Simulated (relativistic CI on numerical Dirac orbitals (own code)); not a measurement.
**Transition arrays of Ge8+**

Method of calculation: Dirac-Coulomb-Breit CI, orbitals from a KLI potential per configuration, QED by a radiative potential, valence Slater integrals scaled by 0.9, whole transition arrays (own radial code, finite nucleus).

CI space (outside the closed core [Ne] 3s2): 3p6 3d6, 3p6 3d5 4f, 3p5 3d7, 3p6 3d5 4p, 3p6 3d5 5f. Levels of other configurations are missing.

All E1 lines from the levels of 3p6 3d6; mean and standard deviation are weighted by gf, and upper levels are sorted by their leading configuration.

| Upper configuration | Lines | Σgf | Mean (eV) | Mean (nm) | σ (eV) | Strongest line (nm) |
| --- | --- | --- | --- | --- | --- | --- |
| 3p6 3d5 4f | 5470 | 428.6 | 142.32 | 8.712 | 3.36 | 8.701 |
| 3p5 3d7 | 1424 | 148.0 | 103.73 | 11.952 | 7.98 | 10.961 |
| 3p6 3d5 4p | 3539 | 155.6 | 95.31 | 13.008 | 3.96 | 13.216 |
| 3p6 3d5 5f | 5470 | 291.2 | 167.18 | 7.416 | 3.60 | 7.389 |

Σgf per state of the lower configuration in bins of 0.2 nm over the central range (centre: value): 7.1: 0.13, 7.3: 0.58, 7.5: 0.47, 7.7: 0.19, 7.9: 0.02, 8.3: 0.12, 8.5: 0.35, 8.7: 1.02, 8.9: 0.32, 9.1: 0.20, 9.3: 0.02, 10.9: 0.05, 11.1: 0.07, 11.3: 0.15, 11.5: 0.06, 11.7: 0.06, 11.9: 0.04, 12.1: 0.05, 12.3: 0.08, 12.5: 0.08, 12.7: 0.07, 12.9: 0.15, 13.1: 0.19, 13.3: 0.14, 13.5: 0.09, 13.7: 0.07.

Q: How do configuration mixing and the scaling of the Slater integrals move the arrays?

A: Slater scale 0.9, no configuration mixing: 3p6 3d5 4f 142.2 ± 3.3 eV (Σgf 412.1), 3p5 3d7 103.4 ± 7.4 eV (Σgf 292.3), 3p6 3d5 4p 94.5 ± 3.1 eV (Σgf 81.0), 3p6 3d5 5f 167.2 ± 3.6 eV (Σgf 205.0); Slater scale 1: 3p6 3d5 4f 142.6 ± 3.7 eV (Σgf 435.2), 3p5 3d7 104.4 ± 8.9 eV (Σgf 139.9), 3p6 3d5 4p 95.6 ± 4.5 eV (Σgf 156.5), 3p6 3d5 5f 167.3 ± 4.0 eV (Σgf 297.8); Slater scale 0.8: 3p6 3d5 4f 142.1 ± 3.0 eV (Σgf 421.9), 3p5 3d7 102.8 ± 7.2 eV (Σgf 154.5), 3p6 3d5 4p 95.3 ± 3.6 eV (Σgf 155.7), 3p6 3d5 5f 167.1 ± 3.2 eV (Σgf 285.0). With mixing, levels are counted to their leading configuration, so an array can shrink or vanish into another, and the sums then hold other lines.
